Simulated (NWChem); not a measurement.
SiNH$_{3}$O, singlet; SMILES N[Si]O

```xyz
6

Si    -0.6591     0.0603     0.0000
O      0.4103     1.3490     0.0000
H      1.3631     1.2022     0.0000
N      0.4148    -1.2944     0.0000
H      1.4323    -1.2941     0.0000
H      0.0480    -2.2412     0.0000
```
Atoms are numbered in this order, from 1.

Level: PBE0/def2-SVP (NWChem), optimised geometry, unscaled harmonic frequencies. Low-valent species are run as closed-shell singlets; no triplet was tried in these runs.

Task: List the harmonic frequencies with IR intensities, and the thermochemistry.

Result: 
```tsv
frequency (cm⁻¹)	IR intensity (km/mol)
311	11.9
376	24.6
483	308.9
506	21.2
669	68.3
765	59.2
851	168.1
894	70.0
1538	58.6
3568	12.9
3684	34.0
3876	25.7
```

- zero-point energy = 25.0 kcal/mol
- thermal correction to the enthalpy at 298.15 K (with zero-point energy) = 28.4 kcal/mol
- heat capacity Cv = 14.4 cal/(mol K)
- entropy at 298.15 K and 1 atm (symmetry number 1) = 66.0 cal/(mol K)
- dipole moment = 3.37 D

Rigid rotor and harmonic oscillator.
